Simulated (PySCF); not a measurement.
## Ionisation energy of Cr(20+) by level of theory

Cr(20+) [He] 2s2 (1S) → Cr(21+) [He] 2s1 (2S), as a difference of total energies. All numbers are calculated (PySCF 2.14, no relativity, point nucleus, in an even-tempered Gaussian basis (17 s from 4.6 bohr⁻², ratio 2.2; 8 p from 7.2 bohr⁻², ratio 2.4; 6 d from 22 bohr⁻², ratio 2.4; 5 f from 33 bohr⁻², ratio 2.4; 4 g from 49 bohr⁻², ratio 2.4)). Correlated levels: nothing frozen; virtual orbitals above 40 to 60 times the deepest correlated orbital energy dropped. The calculations carry no spin-orbit coupling.

```tsv
method	ionisation energy (eV)
UHF	1613.6
LDA	1613.4
PBE	1616.7
PBE0	1616.3
r2SCAN	1613.6
M06-L	1613.7
B97-3	1616.1
MP2 (all electrons)	1618.1
SCS-MP2 (all electrons)	1618.9
```

Task: How much does correlation contribute at MP2 (all electrons)?

Result: 1618.1 − (1613.6) = 4.5 eV, measured against UHF.

These non-relativistic numbers lack the scalar-relativistic shift.

For comparison: 1634.1 ± 0.5 eV (semi-empirical (NIST evaluation); NIST Atomic Spectra Database, ionization energies).
